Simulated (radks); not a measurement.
The lanthanum anion La- inside a hard spherical wall (all orbitals vanish at R), configuration held at [Xe] 5d2 6s2 and not refilled when levels cross. Calculated with a radial shooting solver on a logarithmic mesh with Libxc functionals: scalar-relativistic Kohn-Sham, PBE, spin-polarised, spherical densities, point nucleus; open shells are filled with parallel spins first (spin-orbit coupling, left out, can overturn this in heavy ions). Eigenvalues in eV for spin up, with the zero of energy where the potential of the charges vanishes at infinity; a dash marks a level that is unbound or too diffuse for the functional's potential to be trusted. A positive occupied level is held by the wall or, in an anion where self-interaction has pushed it up, behind a barrier. The pressure on the wall is -dE/dV.

R (bohr)  E (hartree)  kinetic (hartree)    e(5s)    e(5p)   e(6s)   e(5d)  e(6p, empty)  e(7s, empty)  pressure (GPa)
15         -8493.3148           8984.336  -33.288  -16.951   0.359   1.591         1.987         2.963         0.00841
12         -8493.3091           8984.364  -32.910  -16.577   0.624   1.914         2.441         4.481          0.0629
8          -8493.2413           8984.635  -30.834  -14.552   2.292   3.649         4.945        11.855            1.78
7          -8493.1696           8984.887  -29.518  -13.292   3.607   4.794         6.839        16.978            4.87
6          -8493.0129           8985.407  -27.515  -11.406   6.093   6.667        10.346        25.957            15.1
5          -8492.6295           8986.676  -24.314   -8.428  11.376  10.033        17.551        43.179            56.8
4          -8491.4791           8990.661  -18.283   -2.647  24.908  17.384        34.819        81.003             297
3          -8486.7758           9006.565   -3.309   13.412  68.903  38.844        86.030        182.75            2470
1.5        -8383.4395           9297.557   208.38   251.98  629.31  318.63        673.37        1206.2          290000
